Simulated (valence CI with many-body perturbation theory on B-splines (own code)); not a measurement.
Valence orbitals of Cd25+

Calculated by configuration interaction combined with many-body perturbation theory (CI+MBPT): five valence electrons over a frozen Dirac-Fock core [Ar], a basis of 7 s, 7 p, 8 d, 6 f, 4 g, 1 h functions for each j, with the one-electron correlation potential Σ1 (screened to all orders), the two-electron term Σ2, the three-electron term Σ3, Breit, model QED; selected single and double excitations, second order for the rest (own B-spline code, finite nucleus).

No measured spectrum was set against this ion. As an estimate, terms of the open shell hold to 2 to 4 % of their energy, and close levels can change places. Core correlation moves these levels by up to 13000 cm⁻¹, and in measured spectra 5 to 20 % of such shifts remained as error; rates that hang on mixing are uncertain with them. Only levels of the ground parity were solved; by the run's estimate the other parity begins above the list, which can be wrong where configurations are misplaced.

These are the spectroscopic orbitals of the CI (the correlating ones are not listed), shaped by the core and the other valence electrons. h is the expectation value of the core's Dirac-Fock operator, without the valence repulsion; Σ1 is computed up to l = 3 at one energy for each symmetry, that of its lowest orbital but kept below the first core excitation, so for empty shells it is not the orbital's own correlation shift; Breit and QED include the response of the core.

```csv
Orbital,h (hartree),Σ1 (cm⁻¹),Breit (cm⁻¹),QED (cm⁻¹),⟨r⟩ (bohr)
4s1/2,-35.471,-6943,2286,1650,0.6878
5s1/2,-21.471,-2578,1101,804,1.138
6s1/2,-14.402,-1274,601,444,1.706
4p1/2,-33.903,-8576,3559,-93.0,0.6910
5p1/2,-20.706,-3173,1765,-44.4,1.152
6p1/2,-13.974,-1567,983,-24.3,1.733
4p3/2,-33.339,-8261,2240,71.7,0.7039
5p3/2,-20.438,-3118,1113,36.9,1.168
6p3/2,-13.826,-1552,645,21.0,1.752
3d3/2,-59.906,-21255,4856,-524,0.2999
4d3/2,-31.034,-8443,1622,-133,0.6878
5d3/2,-19.339,-3348,794,-61.4,1.178
3d5/2,-59.551,-20601,2148,-320,0.3025
4d5/2,-30.913,-8300,774,-71.4,0.6910
5d5/2,-19.28,-3284,376,-32.0,1.182
4f5/2,-28.774,-16440,86.4,-65.8,0.6418
5f5/2,-18.313,-7127,40.8,-33.5,1.151
4f7/2,-28.739,-15197,-150,-45.7,0.6430
5f7/2,-18.293,-6550,-69.1,-22.9,1.153
5g7/2,-17.761,,4.0,-5.9,1.049
5g9/2,-17.753,,-13.0,-1.2,1.049
```

Among the shells of the start configuration 3d5, Σ1 is largest in size for 3d3/2, where it is 0.16 % of h.

Lowest root of each symmetry, sizes in configuration state functions:

```
   J  Parity  Roots  Reference  Variational  Second order  Change by selected CI (cm⁻¹)  Change by second order (cm⁻¹)
 1/2    even      4         39        17499        162442                        -18104                             -7
 3/2    even      7         67        25094        345305                        -17925                            -40
 5/2    even     10         81        26650        401037                        -13105                            -73
 7/2    even      7         72        24205        379795                        -16832                           -213
 9/2    even      5         56        24127        308017                        -16441                           -156
11/2    even      3         35        24544        161080                        -16645                            -34
13/2    even      1         18        19157        143613                        -17184                            -12
```
